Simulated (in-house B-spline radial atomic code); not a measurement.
Results of a calculation; reference values are marked as such.
Making a Troullier-Martins s channel for Nb, r_c = 1.47 bohr

Nb, [Kr] 4d4 5s1, non-relativistic PBE, spherical and spin-unpolarised, from an all-electron radial atomic-structure program (B-spline basis) (atomic units). The all-electron 4s level is ε = -2.034999 hartree, its outermost node lies just inside 0.55 bohr and its outer maximum at 1.05 bohr.

Inside r_c the pseudo-orbital is u(r) = r^1 exp(p(r)), with p = c0 + c2 r² + c4 r⁴ + … + c12 r¹². The seven coefficients follow from p and its first four derivatives at r_c, from zero curvature of the screened potential at the origin, c4 = −c2²/(2l + 5), and from the norm inside r_c. At r_c the all-electron orbital has P = 0.7997816, P' = -0.9254513, the screened potential V = -2.10834, V' = 3.550143, V'' = -7.81531, and the norm inside is Q = 0.7773795.

Problem. What are p, p' and p'' at r_c?

Solution. p = ln(P/r_c^1) = ln(0.7997816/1.47) = -0.60868. p' = P'/P − 1/r_c = -1.15713 − 0.68027 = -1.83740. The radial equation gives p'' = 2(V − ε) − 2(1) p'/r_c − p'² = -0.14668 − (-2.49987) − 3.37605 = -1.02286. Differentiating, p''' = 2V' + 2(1)p'/r_c² − 2(1)p''/r_c − 2p'p'' = 3.0325, and p'''' = 2V'' − 4(1)p'/r_c³ + 4(1)p''/r_c² − 2(1)p'''/r_c − 2p''² − 2p'p''' = -10.285.

For a trial c2 the five matching conditions are linear in c0, c6, c8, c10 and c12, and c2 is varied until the norm inside r_c equals Q. The root nearest zero gives:

```tsv
n	c_n
0	-0.3058082
2	0.8558953
4	-0.1465114
6	-0.8161997
8	0.5773026
10	-0.1580291
12	0.01596696
```

Problem. Check c4 and p(r_c), and find the screened pseudopotential at the origin.

Solution. −c2²/5 = -0.146511, as listed. The terms c_n r_c^n are -0.30581, 1.84950, -0.68413, -8.23570, 12.58758, -7.44578, 1.62566, which sum to -0.60868. Inverting the radial equation, V_l(r) = ε + 1 p'/r + (p'' + p'²)/2, so V_l(0) = ε + (2l + 3) c2 = -2.034999 + 3 × (0.855895) = 0.5327 hartree, finite where the all-electron potential diverges.

Orbitals and screened potentials:

```csv
r (bohr),P,u,V all-electron,V pseudo
0.147,0.2649,0.1103,-163.0,0.5243
0.368,-0.5575,0.303,-37.01,0.2321
0.588,0.1734,0.5573,-15.27,-1.075
0.808,0.8457,0.8501,-7.971,-3.355
1.029,1.064,1.034,-4.844,-4.609
1.25,0.9874,0.9851,-3.121,-3.447
1.47,0.7998,0.7998,-2.108,-2.108
```

Logarithmic derivatives P'/P at R = 1.77 bohr, for energies E around ε:

```
E − ε (hartree)  all-electron     pseudo
           -0.5      0.325631   0.318502
          -0.25     -0.335072  -0.338382
           -0.1     -0.929613  -0.930399
              0      -1.47815   -1.47807
            0.1      -2.23524   -2.23699
           0.25      -4.16468   -4.19055
            0.5        -21.37   -23.2057
```

Problem. With P(R) = 0.5357425 and a norm of 0.9115056 inside R, what slope in energy does norm conservation fix?

Solution. d(P'/P)/dE = −2 × (norm inside R)/P(R)² = -6.3515 per hartree·bohr at E = ε, for both atoms, since orbital and norm agree at R. Differences over ±0.1 hartree give -6.5281 (all-electron) and -6.5330 (pseudo), which also hold third-order terms. Half a hartree below ε the two curves differ by -0.0071.
